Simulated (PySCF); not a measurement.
Compound: C₈H₉FOSi.
Numbering: `[CH2:1]=[CH:2][c:3]1[cH:4][cH:5][cH:6][c:7]([F:8])[c:9]1[O:10][SiH3:11]` (hydrogens: H12, H13 on C1; H14 on C2; H15 on C4; H16 on C5; H17 on C6; H18, H19, H20 on Si11)

The same species was optimised twice, with GFN2-xTB and with PBE0-D3(BJ)/def2-SVP (PySCF), and the same property calculations (PySCF, gas phase) were run on both structures.

```tsv
coordinate	GFN2-xTB	PBE0-D3(BJ)/def2-SVP	change
O10–Si11 (Å)	1.637	1.686	+0.049
C7–F8 (Å)	1.357	1.343	-0.014
C5–C6 (Å)	1.385	1.396	+0.011
C1=C2 (Å)	1.328	1.339	+0.011
C3–C4 (Å)	1.394	1.404	+0.010
C2–C3 (Å)	1.458	1.466	+0.008
C4–C5 (Å)	1.380	1.388	+0.008
C7–C9 (Å)	1.392	1.399	+0.007
C9–O10 (Å)	1.338	1.343	+0.005
C6–C7 (Å)	1.379	1.382	+0.003
C3–C9 (Å)	1.410	1.410	0.000
C6–C7–F8 (°)	118.9	120.0	+1.1
F8–C7–C9 (°)	118.3	117.4	-0.9
C3–C9–C7 (°)	118.1	118.8	+0.7
C7–C9–O10 (°)	122.4	121.7	-0.7
C4–C3–C9 (°)	118.7	118.3	-0.4
C2–C3–C9 (°)	118.2	118.5	+0.3
C9–O10–Si11 (°)	134.5	134.3	-0.2
C6–C7–C9 (°)	122.8	122.6	-0.2
C1–C2–C3–C4 (°)	0	-7	-7
C7–C9–O10–Si11 (°)	0	1	+1
```

Rotational constants: A = 1307, B = 842.7, C = 515.4 MHz (GFN2-xTB) against A = 1303, B = 825.4, C = 508.6 MHz (PBE0-D3(BJ)/def2-SVP).

On the GFN2-xTB structure: HOMO (eV) -6.58 [PBE0/pcSseg-1]; LUMO (eV) -1.24 [PBE0/pcSseg-1]; dipole (D) 0.59 [PBE0/pcSseg-1]; GIAO shielding of C1 (ppm) 68.4 [PBE0/pcSseg-1]; GIAO shielding of C2 (ppm) 50.3 [PBE0/pcSseg-1]; GIAO shielding of C3 (ppm) 52.1 [PBE0/pcSseg-1]; GIAO shielding of C4 (ppm) 62.5 [PBE0/pcSseg-1]; GIAO shielding of C5 (ppm) 61.5 [PBE0/pcSseg-1]; GIAO shielding of C6 (ppm) 65.8 [PBE0/pcSseg-1]; GIAO shielding of C7 (ppm) 24.2 [PBE0/pcSseg-1]; GIAO shielding of F8 (ppm) 325.8 [PBE0/pcSseg-1].

**Question.** What do these properties become on the PBE0-D3(BJ)/def2-SVP structure?

**Answer.** 
```json
{"property": "HOMO (eV)", "level": "PBE0/pcSseg-1", "on GFN2-xTB": "-6.58", "on PBE0-D3(BJ)/def2-SVP": "-6.55", "change": "+0.03"}
{"property": "LUMO (eV)", "level": "PBE0/pcSseg-1", "on GFN2-xTB": "-1.24", "on PBE0-D3(BJ)/def2-SVP": "-1.25", "change": "-0.01"}
{"property": "dipole (D)", "level": "PBE0/pcSseg-1", "on GFN2-xTB": "0.59", "on PBE0-D3(BJ)/def2-SVP": "0.53", "change": "-0.06"}
{"property": "energy, GFN2-xTB geometry as zero (kcal/mol)", "level": "PBE0/pcSseg-1", "on GFN2-xTB": "0.0", "on PBE0-D3(BJ)/def2-SVP": "-2.4", "change": "-2.4"}
{"property": "GIAO shielding of C1 (ppm)", "level": "PBE0/pcSseg-1", "on GFN2-xTB": "68.4", "on PBE0-D3(BJ)/def2-SVP": "65.1", "change": "-3.3"}
{"property": "GIAO shielding of C2 (ppm)", "level": "PBE0/pcSseg-1", "on GFN2-xTB": "50.3", "on PBE0-D3(BJ)/def2-SVP": "47.6", "change": "-2.7"}
{"property": "GIAO shielding of C3 (ppm)", "level": "PBE0/pcSseg-1", "on GFN2-xTB": "52.1", "on PBE0-D3(BJ)/def2-SVP": "51.0", "change": "-1.1"}
{"property": "GIAO shielding of C4 (ppm)", "level": "PBE0/pcSseg-1", "on GFN2-xTB": "62.5", "on PBE0-D3(BJ)/def2-SVP": "60.2", "change": "-2.3"}
{"property": "GIAO shielding of C5 (ppm)", "level": "PBE0/pcSseg-1", "on GFN2-xTB": "61.5", "on PBE0-D3(BJ)/def2-SVP": "59.7", "change": "-1.8"}
{"property": "GIAO shielding of C6 (ppm)", "level": "PBE0/pcSseg-1", "on GFN2-xTB": "65.8", "on PBE0-D3(BJ)/def2-SVP": "64.8", "change": "-1.0"}
{"property": "GIAO shielding of C7 (ppm)", "level": "PBE0/pcSseg-1", "on GFN2-xTB": "24.2", "on PBE0-D3(BJ)/def2-SVP": "24.5", "change": "+0.3"}
{"property": "GIAO shielding of F8 (ppm)", "level": "PBE0/pcSseg-1", "on GFN2-xTB": "325.8", "on PBE0-D3(BJ)/def2-SVP": "326.2", "change": "+0.4"}
```

The heavy atoms differ by 0.035 Å rms after alignment. Among bonds between heavy atoms O10–Si11 changes most (+0.049 Å). Changes are differences of the printed values. Neither structure is proved a minimum here.

Shape of the structure used: `[CH2:1]=[CH:2][c:3]1[cH:4][cH:5][cH:6][c:7]([F:8])[c:9]1[O:10][SiH3:11]`: C1–C2–C3–C4 -7°, C7–C9–O10–Si11 1°.
